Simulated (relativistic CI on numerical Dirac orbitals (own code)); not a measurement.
## Ligand-field terms of d6

Computed with a parametric ligand-field model of a d^n configuration (Racah B and C, spin-orbit zeta, crystal field), exact diagonalisation.

Field parameters in Wybourne normalisation: Oh B⁴₀ = 21Dq, B⁴₄ = √(5/14) B⁴₀; Td as Oh with Dq negative (B⁴₀ = 21Dq, B⁴₄ = √(5/14) B⁴₀). The field is a parameter set, without covalency.

(1) Lowest levels for B = 450, C = 1700, ζ = 4000 cm⁻¹, Td, 10Dq = -8000 cm⁻¹?

(2) Lowest levels for B = 950, C = 4090, ζ = 530 cm⁻¹, Oh, 10Dq = 13250 cm⁻¹?

(3) Lowest levels for B = 550, C = 2470, ζ = 3400 cm⁻¹, Oh, 10Dq = 23200 cm⁻¹?

(4) Lowest levels for B = 1000, C = 4230, ζ = 740 cm⁻¹, Oh, 10Dq = 18850 cm⁻¹?

(5) Lowest levels for B = 530, C = 2020, ζ = 4450 cm⁻¹, Oh, 10Dq = 29850 cm⁻¹?

Results:

(1) E 0 (S 1.48), T2 414 (S 1.33), A1 629 (S 1.61), T1 1185 (S 1.65), T2 5527 (S 1.20), E 5572 (S 1.17), A2 6161 (S 1.91), T2 8055 (S 1.59), A1 9775 (S 1.26) cm⁻¹, with S from ⟨S²⟩ = S(S + 1). The ground level has 3.25 electrons in the cubic e pair.

(2) T2 0 (S 2.00), E 237 (S 2.00), T1 258 (S 2.00), A1 578 (S 1.99), T1 623 (S 2.00), T2 652 (S 2.00), A1 7648 (S 0.22), E 10011 (S 1.00), T2 10054 (S 1.00) cm⁻¹, with S from ⟨S²⟩ = S(S + 1). The ground level has 2.00 electrons in the cubic e pair.

(3) A1 0 (S 0.26), E 14536 (S 1.12), T2 15537 (S 1.08), T1 15814 (S 1.08), A1 19878 (S 1.19), T1 20597 (S 1.06), E 22128 (S 1.05), T2 22521 (S 1.43), A2 24495 (S 0.99) cm⁻¹, with S from ⟨S²⟩ = S(S + 1). The ground level has 0.19 electrons in the cubic e pair; its S is far from a half-integer, so spin-orbit coupling mixes spin states.

(4) A1 0 (S 0.14), T2 1592 (S 2.00), E 1873 (S 1.99), T1 1927 (S 1.99), A1 2319 (S 1.96), T1 2383 (S 1.98), T2 2441 (S 1.98), E 7295 (S 1.02), T2 7388 (S 1.03) cm⁻¹, with S from ⟨S²⟩ = S(S + 1). The ground level has 0.14 electrons in the cubic e pair; its S is far from a half-integer, so spin-orbit coupling mixes spin states.

(5) A1 0 (S 0.23), E 21627 (S 1.06), T2 22812 (S 1.02), T1 22897 (S 0.94), A1 28979 (S 1.07), T1 29261 (S 0.99), E 30823 (S 1.01), T2 31974 (S 1.07), T1 32847 (S 0.58) cm⁻¹, with S from ⟨S²⟩ = S(S + 1). The ground level has 0.15 electrons in the cubic e pair; its S is far from a half-integer, so spin-orbit coupling mixes spin states.
